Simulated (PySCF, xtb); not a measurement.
C2H6BNO, SMILES NB1CCO1.

GFN2-xTB (xtb) at its own geometry gives an orbital gap of 6.80 eV and a dipole moment of 1.83 D.

Coordinates come from a B3LYP-D3(BJ)/def2-SVP optimisation. The structure was generated by enumeration, and PubChem lists no compound with its InChIKey, so it may never have been made. Other conformers were not sampled.

**Question.** What does PySCF with M06-2X/def2-TZVP give? (The exact figures need the calculation; the answer reports its results.)

**Answer.** gap 10.47 eV (levels -9.01 and 1.46 eV), dipole 1.70 D.
